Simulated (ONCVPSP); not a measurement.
**Which change was made? (Mn, ONCV)**

| Item | Value |
| --- | --- |
| Element | manganese |
| Generator | ONCVPSP 4.0.1 |
| Type | optimised norm-conserving Vanderbilt (ONCV) |
| Functional | PBEsol |
| Relativity | non-relativistic |
| Frozen core | [Ar] |
| Valence charge | 7 |
| Reference configuration | 3d5 4s2 |
| Partial waves | 4s: rc 1.90 bohr, ncon 3, nbas 7, qcut 3.5 1/bohr, 2 projectors, debl 2.1 Ha; p scattering state at 0.4 Ha: rc 1.95 bohr, ncon 3, nbas 7, qcut 4.6 1/bohr, 2 projectors, debl 2.6 Ha; 3d: rc 1.60 bohr, ncon 3, nbas 8, qcut 10.3 1/bohr, 2 projectors, debl 4 Ha |
| Local potential | polynomial inside 1.15 bohr (lpopt 2, dvloc0 1 Ha) |
| Core correction | polynomial model core, fcfact 0.65 |

Cutoffs, loose and tight: the cutoffs (Ha) at which the residual kinetic energy of the hardest occupied pseudo-wave falls to 1 and 0.1 mHa per electron. They do not see the model core or the augmentation charge, which bear on the density cutoff. Test errors are all-electron minus pseudo excitation energies from the reference, over the configurations 3d5 4s1; 3d5 4s0; 3d4 4s0; 3d6 4s0; variants that change the core or the reference have their own tests.

The base gives: outcome: generated; cutoff, loose: 38 Ha; cutoff, tight: 44 Ha; bound ghosts: none; GHOST(+) flags above zero: s, p; largest test error (meV): -199.

Problem. After one change the result is: outcome: generated; cutoff, loose: 38 Ha; cutoff, tight: 44 Ha; bound ghosts: none; GHOST(+) flags above zero: s, p; largest test error (meV): +148. Which change was it?
A. d: qcut 8.6
B. core correction none
C. core [Ne] 3s2, valence charge 13; reference 3p6 3d5 4s2; waves now 4s: rc 2.25 bohr, ncon 3, nbas 7, qcut 3 1/bohr, 2 projectors, debl 3.5 Ha; 3p: rc 1.45 bohr, ncon 4, nbas 8, qcut 10.3 1/bohr, 2 projectors, debl 0.7 Ha; 3d: rc 1.25 bohr, ncon 3, nbas 8, qcut 13.4 1/bohr, 2 projectors, debl 0.7 Ha; local potential polynomial inside 0.90 bohr (lpopt 5, dvloc0 6 Ha)

Solution. B. The others give: core [Ne] 3s2, valence charge 13; reference 3p6 3d5 4s2; waves now 4s: rc 2.25 bohr, ncon 3, nbas 7, qcut 3 1/bohr, 2 projectors, debl 3.5 Ha; 3p: rc 1.45 bohr, ncon 4, nbas 8, qcut 10.3 1/bohr, 2 projectors, debl 0.7 Ha; 3d: rc 1.25 bohr, ncon 3, nbas 8, qcut 13.4 1/bohr, 2 projectors, debl 0.7 Ha; local potential polynomial inside 0.90 bohr (lpopt 5, dvloc0 6 Ha) → outcome: generated, projector energies reset by the program; cutoff, loose: 62 Ha; cutoff, tight: 71 Ha; bound ghosts: none; GHOST(+) flags above zero: s; largest test error (meV): -52 over the solved tests; 2 of 4 tests not solved or not reliable | d: qcut 8.6 → outcome: generated; cutoff, loose: 31 Ha; cutoff, tight: 35 Ha; bound ghosts: none; GHOST(+) flags above zero: s, p; largest test error (meV): -163.
